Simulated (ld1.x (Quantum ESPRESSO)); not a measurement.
## Logarithmic derivatives: selenium (Se), RRKJ

ld1.x (Quantum ESPRESSO) 7.5 input, shortened:

```
&input
   title='Se', zed=34., rel=2, dft='PZ', iswitch=3,
   config='[Ar] 3d10 4s2 4p2.5', rel_dist='average'
 /
 &inputp
   pseudotype=2, tm=.false., rho0=0.005, lloc=1,
   nlcc=.false.
 /
3
4S  1  0   2.00   0.00  1.45  1.45  0.0
3D  3  2  10.00   0.00  0.50  0.50  0.0
4P  2  1   2.50   0.00  1.25  1.25  0.0
 &test
   configts(1)='3d10 4s2 4p2.5'
 /
```

Open shells are filled in proportion to 2j + 1 (rel_dist='average').

The phase is arctan(r·u′/u) with u = r·R(r), unwrapped; energies in Ry, scanned from -7 to 5 Ry. A pole is an energy at which the radial function vanishes at the test radius. The pseudo phase is shifted by a multiple of π to meet the all-electron one at the reference energy, and phase errors are pseudo minus all-electron; the curves can meet again beyond the range given. Levels narrower than the energy grid can be missing from the lists of poles.

| channel | radius (bohr) | reference energy (Ry) | poles, all-electron | poles, pseudo | unbroken range about the reference energy with phases within 0.05 rad | phase error 1 Ry above the reference energy (rad) |
| --- | --- | --- | --- | --- | --- | --- |
| s | 1.60 | -2.38 | 3.31 | 3.12 | the whole range | -0.002 |
| p1/2 | 1.60 | -1.53 | none | 3.28 | not even at the reference energy | +0.051 |
| p3/2 | 1.60 | -1.50 | none | 3.28 | below -0.5 | -0.050 |
| d3/2 | 1.60 | -5.17 | -4.97 | -4.96 | below -2.1 | +0.017 |
| d5/2 | 1.60 | -5.10 | -4.89 | -4.89 | below -2.1 | +0.017 |

A Bessel basis up to 400 Ry misses an occupied level by 0.12 Ry, so cutoffs were not judged. Note: ghost state, extra bound levels that the all-electron valence spectrum of the same l lacks: s at -425.3 eV (other channels not judged). The potential misses its own reference levels by up to 0.3 eV.

Phases in the d5/2 channel:

| E (Ry) | all-electron | pseudo |
| --- | --- | --- |
| -7.00 | 1.276 | 1.286 |
| -6.48 | 1.242 | 1.253 |
| -5.96 | 1.169 | 1.185 |
| -5.44 | 0.780 | 0.815 |
| -4.92 | -1.551 | -1.546 |
| -4.40 | -1.743 | -1.730 |
| -3.88 | -1.806 | -1.787 |
| -3.36 | -1.847 | -1.822 |
| -2.84 | -1.883 | -1.850 |
| -2.32 | -1.921 | -1.877 |
| -1.80 | -1.964 | -1.905 |
| -1.28 | -2.016 | -1.936 |
| -0.76 | -2.083 | -1.971 |
| -0.24 | -2.173 | -2.013 |
| 0.28 | -2.304 | -2.064 |
| 0.80 | -2.502 | -2.129 |
| 1.32 | -2.808 | -2.213 |
| 1.84 | -3.230 | -2.326 |
| 2.36 | -3.662 | -2.481 |
| 2.88 | -3.985 | -2.695 |
| 3.40 | -4.195 | -2.977 |
| 3.92 | -4.332 | -3.306 |
| 4.44 | -4.427 | -3.619 |
| 4.96 | -4.495 | -3.870 |
